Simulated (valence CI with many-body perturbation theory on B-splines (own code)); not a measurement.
## Ir LXV: calculated level list

Calculated by configuration interaction combined with many-body perturbation theory (CI+MBPT): three valence electrons over a frozen Dirac-Fock core [Ne], a basis of 11 s, 11 p, 10 d, 8 f, 5 g, 2 h functions for each j, with the one-electron correlation potential Σ1 (screened to all orders), the two-electron term Σ2, the three-electron term Σ3, Breit, model QED; selected single and double excitations, second order for the rest, scaled by the run's own slope (own B-spline code, finite nucleus).

The last digits are not significant, and no measured levels were compared; by estimate large intervals hold to a few tenths of a per cent, small ones and those within an open d or f shell to about a per cent.

Levels 136 to 157 of 157, with energies above the lowest level, (3s^2 3p1/2) J=1/2. "Leading %" is the weight of the configuration and term that name the level; weights of strongly mixed levels are sums over their largest components and can fall short, so below about 35 % the name and the second component can differ from the true leading terms, or belong to a minority configuration. In the jj column 3d3/2^4 stands for four electrons in 3d with j = 3/2.

```
No.  Configuration  Term     J  E (eV)  Leading %      g   Second component              Leading jj
136            3d3    2D   5/2  2493.6         46  1.221        30 % 3d3 4P    3d3/2^2 3d5/2 (97 %)
137            3d3    4F   7/2  2549.6         68  1.119        29 % 3d3 2G    3d3/2 3d5/2^2 (99 %)
138            3d3    4F   9/2  2554.2         49  1.126        40 % 3d3 2H    3d3/2 3d5/2^2 (99 %)
139            3d3    4P   3/2  2562.6         40  1.102        37 % 3d3 2D    3d3/2 3d5/2^2 (99 %)
140            3d3    2H  11/2  2563.8        100  1.077                      3d3/2 3d5/2^2 (100 %)
141            3d3    2P   1/2  2566.4         57  1.512        43 % 3d3 4P   3d3/2 3d5/2^2 (100 %)
142            3d3    4P   5/2  2566.8         41  1.300        38 % 3d3 2D    3d3/2 3d5/2^2 (97 %)
143            3d3    2F   7/2  2576.9         78  1.079        20 % 3d3 2G    3d3/2 3d5/2^2 (99 %)
144            3d3    2F   5/2  2577.5         44  1.082        40 % 3d3 2D    3d3/2 3d5/2^2 (98 %)
145            3d3    2D   3/2  2603.2         81  0.865        14 % 3d3 2P    3d3/2 3d5/2^2 (97 %)
146            3d3    2G   9/2  2652.7         49  1.162        40 % 3d3 4F          3d5/2^3 (99 %)
147            3d3    2P   3/2  2671.1         43  1.143        40 % 3d3 2D          3d5/2^3 (97 %)
148            3d3    2D   5/2  2683.3         59  1.164        22 % 3d3 2F          3d5/2^3 (98 %)
149         3s2.4s    2S   1/2  3328.9         99  1.992                             3s^2 4s (99 %)
150         3s2.4p   2P°   1/2  3408.9         98  0.662                          3s^2 4p1/2 (98 %)
151       3s.3p.4s   4P°   1/2  3480.6         85  2.357  14 % 3s.3p.4s 2P°      3s 3p1/2 4s (99 %)
152       3s.3p.4s   4P°   3/2  3494.2         59  1.554  39 % 3s.3p.4s 2P°      3s 3p1/2 4s (98 %)
153       3s.3p.4s   2P°   1/2  3507.4         94  0.752   5 % 3s.3p.4s 4P°      3s 3p1/2 4s (99 %)
154       3s.3p.4p    4D   1/2  3554.5         71  0.289   20 % 3s.3p.4p 2P  3s 3p1/2 4p1/2 (100 %)
155       3s.3p.4p    4D   3/2  3568.8         40  1.111   33 % 3s.3p.4p 2D   3s 3p1/2 4p1/2 (99 %)
156       3s.3p.4p    4P   1/2  3585.6         46  1.948   30 % 3s.3p.4p 2S   3s 3p1/2 4p1/2 (99 %)
157         3s2.4p   2P°   3/2  3588.3         98  1.331                          3s^2 4p3/2 (98 %)
```
